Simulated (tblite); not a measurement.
Compound: C₅H₆F₃Si (doublet state).
Geometry (GFN2-xTB, Å), atoms numbered from 1 in this order:
```xyz
15
C5H6F3Si angstrom
C      3.2053   -0.2968   -0.7030
C      1.7738   -0.1570   -0.6056
C      0.5722   -0.0643   -0.5280
Si    -1.2504    0.1761   -0.3705
C     -1.8650   -1.1961    0.8204
F     -3.2431   -1.1887    0.8956
C     -1.6905    1.8026    0.4557
F     -1.4657    2.0647    1.7432
F     -1.7285    2.9559   -0.2130
H      3.5602    0.1692   -1.6215
H      3.4788   -1.3515   -0.7097
H      3.6825    0.1881    0.1482
H     -1.9562    0.1685   -1.6480
H     -1.5802   -2.1917    0.4720
H     -1.4976   -1.0710    1.8422
```

All values are computed: GFN2-xTB (tblite) harmonic vibrations without scaling, gas phase. Errors from tens to a few hundred cm⁻¹ against measured bands are possible. Modes of hydrogen on silicon can be 10 to 20 % off. One conformer, not necessarily the lowest. Open shells enter through the occupations alone, without spin polarisation, and single modes of such species can be off by tens of per cent. The optimisation stopped once no atom felt more than 0.01 eV/Å.

Lowest wavenumbers of the output (negative numbers stand for imaginary wavenumbers):
```
mode    cm-1
  1     -24.9
  2      30.2
  3      41.4
  4      47.4
  5      71.3
  6     106.3
  7     171.1
  8     184.4
  9     239.0
 10     269.3
```

Problem. Is this structure a minimum?

Solution. Not by this Hessian. 1 mode is imaginary beyond 20i (25i cm⁻¹), so at this level the point lies at or near a first-order saddle. The curvature is small, so loose convergence or finite differences may be the whole cause.

Problem. Which atoms move in the imaginary mode?

Solution. 25i: H10 (hydrogen on carbon) 34 %, H12 (hydrogen on carbon) 33 %, H11 (hydrogen on carbon) 32 %. These are shares of the mass-weighted motion.

Problem. What is the remedy?

Solution. Step along that mode in both directions, optimise again with tighter thresholds and repeat the frequencies. The zero-point energy of this point (58.2 kcal/mol) counts the 38 real modes alone, and thermal corrections from it aren't those of a minimum.

Hardware: one thread, Arm Neoverse V2 (aarch64), shared host with 192 logical CPUs at a one-minute load of 185. Cost: 0.47 s wall. The figure is for the frequency step alone.
